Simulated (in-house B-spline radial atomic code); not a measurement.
Values are calculated unless marked as measured or tabulated.
## Weak and strong correlation along the adiabatic connection

Two-electron singlets in several external potentials (atomic units), by full CI in B-splines with partial waves to l = 8 (correlation energies up to 0.6 % small). The repulsion is scaled by λ at fixed density; W(λ) is the mean repulsion less the Hartree energy, W(0) = E_x, and the area under W from 0 to 1 is E_xc.

One system gave this curve:

```
   λ  W (hartree)
   0      -3.7784
0.02      -3.7804
0.05      -3.7835
0.12      -3.7907
0.25      -3.8038
 0.4      -3.8186
 0.6       -3.838
 0.8      -3.8569
   1      -3.8752
 1.4      -3.9106
   2      -3.9605
   3      -4.0358
 4.5      -4.1332
   7      -4.2636
  10      -4.3824
```

(1) Which system is it?
A. −V exp(−r²/w²), V = 4.63, w = 2.8
B. ω²r²/2 − Z/r, ω = 0.485, Z = 1.5
C. −Z/r, Z = 2, wall at 0.5 bohr
D. −Z/r, Z = 1, wall at 1.4 bohr

## Answers

(1) C. The exchange energy sets the size: −Z/r, Z = 2, wall at 0.5 bohr: E_x = -3.78, E_c = -0.0495; −Z/r, Z = 1, wall at 1.4 bohr: E_x = -1.36, E_c = -0.0454; ω²r²/2 − Z/r, ω = 0.485, Z = 1.5: E_x = -0.891, E_c = -0.0396; −V exp(−r²/w²), V = 4.63, w = 2.8: E_x = -0.711, E_c = -0.0402 hartree.
